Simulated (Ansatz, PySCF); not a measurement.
GeH₃O₃, SMILES [OH][Ge]([OH])[OH] (connectivity only; charge and spin as stated), charge +1, multiplicity 1. Atoms are numbered in the order given.

```xyz
7

O     -1.6784     0.0517     0.0000
Ge     0.0110    -0.0036     0.0000
O      0.8606     1.4708     0.0000
O      0.6174    -1.5866     0.0000
H     -2.1036     0.9262     0.0000
H      1.8317     1.4889     0.0000
H      1.5750    -1.7454     0.0000
```
Charge +1, spin multiplicity 1.

Geometry optimised at PBE0-D3(BJ)/def2-SVP. The spin state was assumed, not searched. The isomer is the one that the SMILES or the coordinates give; other isomers of the formula were not compared. One conformer was computed; it need not be the lowest.

Two levels are set side by side: PBE-D3(BJ)/def2-SVP (Ansatz, a first-principles code) and PBE0-D3(BJ)/def2-SVP (Ansatz). Each level has its own optimised geometry; the coordinates shown are those of the second. Frequencies come from the Hessian of PySCF at each geometry. Differences are taken from unrounded values.

```tsv
quantity	PBE0-D3(BJ)	PBE-D3(BJ)	PBE-D3(BJ) minus PBE0-D3(BJ)
mean bond length (Å)	1.334	1.353	0.020
bond O1–Ge2 (Å)	1.690	1.716	0.025
bond Ge2–O3 (Å)	1.702	1.730	0.029
bond Ge2–O4 (Å)	1.695	1.723	0.027
bond O1–H5 (Å)	0.972	0.985	0.012
bond O3–H6 (Å)	0.971	0.984	0.013
bond O4–H7 (Å)	0.971	0.983	0.013
highest harmonic wavenumber (cm⁻¹)	3830	3655	-174
mean harmonic wavenumber (cm⁻¹)	1218	1168	-50
zero-point energy (kcal/mol)	26.12	25.06	-1.07
```

GGA bonds tend to be longer and softer than those of functionals with exact exchange. Differences between two approximate levels are no errors against the true value.
